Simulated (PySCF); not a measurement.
Harmonic spectrum computed at PBE0 in the def2-TZVP basis family (core potentials from Rb on, PySCF, no spin–orbit coupling):

| symmetry | ω (cm⁻¹) | IR (km/mol, summed over degenerate members) |
| --- | --- | --- |
| e | 212 | 69.4 |
| e | 756 | 126 |
| b2 | 793 | 0.0 |
| b1 | 820 | 0.0 |
| a1 | 879 | 1.1 |
| a1 | 1833 | 400 |
| b1 | 1864 | 0.0 |
| e | 1902 | 652 |
| a1 | 1951 | 56.8 |

Task: Which molecule gave it? In each, all ligands are bound to the one heavy central atom.
A. MoH₅ (doublet)
B. NbH₅ (singlet)
C. TaH₅ (singlet)
D. WH₅ (doublet)

Result: C. It has C4v symmetry with Ta–H 1.754 Å (×4), Ta–H 1.790 Å.
